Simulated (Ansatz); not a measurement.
`[CH3][SnH]([NH2])[F]` + H₂ → `[CH3][SnH2][F]` + NH₃ at 500 K and 1 bar (hydrogenolysis of the Sn–N bond).

Isolated molecules relaxed with PBE0-D4/def2-TZVP in Ansatz; ΔE leaves out vibrations. CBS: MP2 limit from def2 TZ/QZ plus the TZ coupled-cluster correction, frozen cores. This one scheme is used for every species. Elements past krypton have def2 core potentials. For Sn outer-core shells are correlated without core-valence functions, which leaves a few kJ/mol of doubt a bond. Each species was taken in one conformer, which may not be the lowest.

| species | CCSD(T)/CBS energy (Eh) | H − E (kJ/mol) | S (J/(mol·K)) |
| --- | --- | --- | --- |
| `[CH3][SnH]([NH2])[F]` | -410.22990 | 231.9 | 429.6 |
| H₂ | -1.17544 | 41.0 | 145.5 |
| `[CH3][SnH2][F]` | -354.90084 | 172.4 | 371.3 |
| NH₃ | -56.50880 | 108.2 | 211.8 |

H − E and S are ideal-gas, rigid-rotor, harmonic terms from PBE0-D4/def2-TZVP, for one conformer and one mirror image of each species. For small species the MP2-based limit differs from directly extrapolated CCSD(T) by up to some mEh (0.8 for H₂); such offsets cancel only in part. 1 Eh = 2625.50 kJ/mol, R = 8.31446 J/(mol·K).

Q: By hand: ΔE, ΔH, ΔS and ΔG.

A: ΔE = (-354.90084) + (-56.50880) − (-410.22990) − (-1.17544) = -0.00430 Eh = -11.3 kJ/mol. Δ(H − E) = 172.4 + 108.2 − 231.9 − 41.0 = 7.7, so ΔH = -3.6 kJ/mol. ΔS = 371.3 + 211.8 − 429.6 − 145.5 = 8.0 J/(mol·K). ΔG = -3.6 − 500 × (8.0)/1000 = -7.6 kJ/mol.

Q: By hand: the equilibrium constant, and the temperature at which ΔG would vanish if ΔH and ΔS stayed fixed.

A: log₁₀ K = −ΔG/(RT ln 10) = 0.8. ΔH and −TΔS have one sign here, so there is no such temperature.

TΔS isn't small against ΔH here. A doubt of 5 kJ/mol in ΔE shifts log₁₀ K by 0.5 here. Other conformers and mirror images would add mixing entropy, several J/(mol·K) or more a flexible species. These are equilibria of isolated gas molecules and say nothing of rates. Largest T1 diagnostic: 0.013 (customary marks: 0.02 for closed shells, 0.045 for open ones).

ΔS is within the doubt of such terms, so its sign, and with it that verdict, could turn.
